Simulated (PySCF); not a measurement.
## Spin states and ions at one geometry of PbH2

PySCF 2.14.0, RKS PBE, Pb def2-SVP with ECP60, H def2-SVP; non-relativistic Hamiltonian with scalar-relativistic core potentials where named; density fitting; no spin-orbit coupling; singlets restricted, open shells unrestricted. The geometry is relaxed for charge 0, singlet, vacuum:

```xyz
3

Pb    0.0000    0.0000   -0.3056
H     1.3229    0.0000    1.0264
H    -1.3229    0.0000    1.0264
```

Energies count from the relaxed state; an electron taken off or put on is at rest in vacuum. Charges and spins are Mulliken's.

Q: Order these states by energy, lowest first.
A. charge 0, triplet, vacuum
B. charge -1, doublet, vacuum
C. charge 0, singlet, vacuum
D. charge +1, doublet, vacuum

A: B (-0.83 eV), C (0.00 eV), A (1.92 eV), D (8.94 eV).

Q: How do charge and spin on the first atom follow?

A: 
| state | spin squared | charge on Pb1 (e) | spin on Pb1 (e) | dipole about the centre of mass (D) |
| --- | --- | --- | --- | --- |
| charge 0, singlet, vacuum | 0.00 | 0.26 | 0.00 | 1.42 |
| charge 0, triplet, vacuum | 2.00 | 0.06 | 1.53 | 0.88 |
| charge +1, doublet, vacuum | 0.76 | 0.87 | 0.48 | 0.09 |
| charge -1, doublet, vacuum | 0.75 | -0.58 | 1.09 | 1.97 |

With an electron taken off (doublet) the charges change, summed by element, by Pb +0.61 e, H +0.39 e. The vertical ionisation energy is 8.94 eV, against −ε(HOMO) = 5.71 eV of the relaxed state. The level lies 3.2 eV too high, as is usual for semilocal functionals and global hybrids, which keep a self-interaction error.

With an electron put on (doublet) the charges change, summed by element, by Pb -0.84 e, H -0.16 e. The vertical electron affinity is 0.83 eV, against −ε(LUMO) = 3.60 eV of the relaxed state. The basis has no diffuse functions, which an added electron needs. The added electron's level lies above zero.

Open shells may have lower solutions than those found.
